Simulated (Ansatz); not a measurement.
**Question.** Predict a relaxed structure of OsO3S (OsSO3), charge 0, singlet, at r2SCAN-D4/def2-SVP (Ansatz).

**Answer.** 
Cartesian coordinates in Å:
```
Os 0.0280 -0.0843 -0.0024
O 0.4872 -0.5642 1.5751
O -1.2448 -1.0797 -0.5670
O 1.3691 -0.1979 -1.0596
S -0.6395 1.9261 0.0539
```
Point group C3v (tolerance 0.1 Å). The metal has 4 neighbours: O 1.71 Å, O 1.71 Å, O 1.71 Å, S 2.12 Å. This is one stationary point.

In the def2 sets Os takes a core potential; there is no spin–orbit coupling. The restricted singlet is unstable towards broken spin symmetry in Hartree–Fock (as tested in another run); at r2SCAN-D4/def2-SVP this wasn't settled.
